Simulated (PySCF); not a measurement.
## Orbital picture of GaTe

M06-2X at R = 2.427 Å; basis Ga aug-cc-pVDZ-PP with ECP10, Te aug-cc-pVDZ-PP with ECP28; scalar-relativistic core potentials; PySCF 2.14. State: ²Σ⁺ (doublet), unpaired electrons σ ↑. Only the outer orbitals are listed, counted within each symmetry, core potentials removing the inner ones.

| spin | orbital | occ. | ε (eV) | on Ga (%) | main shells (%) |
| --- | --- | --- | --- | --- | --- |
| α | 7σ | 1 | -18.61 | 13 | 86 Te s, 9 Ga s |
| α | 8σ | 1 | -12.04 | 72 | 72 Ga s, 21 Te p |
| α | 9σ | 1 | -8.00 | 53 | 46 Te p, 36 Ga p, 16 Ga s |
| α | 5π | 1 | -7.48 | 12 | 88 Te p, 10 Ga p |
| α | 5π | 1 | -7.48 | 12 | 88 Te p, 10 Ga p |
| α | 6π | 0 | -1.14 | 92 | 91 Ga p |
| α | 6π | 0 | -1.14 | 92 | 91 Ga p |
| α | 10σ | 0 | 0.01 | 106 | 59 Ga p, 45 Ga s |
| β | 7σ | 1 | -17.70 | 18 | 81 Te s, 13 Ga s |
| β | 8σ | 1 | -10.87 | 70 | 69 Ga s, 17 Te p, 12 Te s |
| β | 5π | 1 | -7.22 | 15 | 85 Te p, 13 Ga p |
| β | 5π | 1 | -7.22 | 15 | 85 Te p, 13 Ga p |
| β | 9σ | 0 | -3.59 | 58 | 42 Ga p, 36 Te p, 15 Ga s |
| β | 6π | 0 | -1.11 | 89 | 82 Ga p |
| β | 6π | 0 | -1.11 | 89 | 82 Ga p |

Problem. Which are the highest filled and the lowest empty level, where do they sit, and how wide is the gap?

Solution. Highest filled β 5π at -7.22 eV (in %: 85 Te p, 13 Ga p); lowest empty β 9σ at -3.59 eV (in %: 42 Ga p, 36 Te p, 15 Ga s); the gap at M06-2X is 3.63 eV.

| Item | Value |
| --- | --- |
| bond order (Mayer) | 1.64 |
| ⟨S²⟩ | 0.770 |
| charge on Ga (Mulliken, basis-dependent) | 0.21 |
| charge on Ga (Löwdin, basis-dependent) | 0.12 |
| dipole moment (positive dipole means Ga(−)Te(+)) | -3.16 D |

Shares are Mulliken populations and can fall outside 0 to 100 %.

Spin–orbit coupling is left out. The state is the lowest determinant that a PBE0 search found; another state may lie lower at other levels.
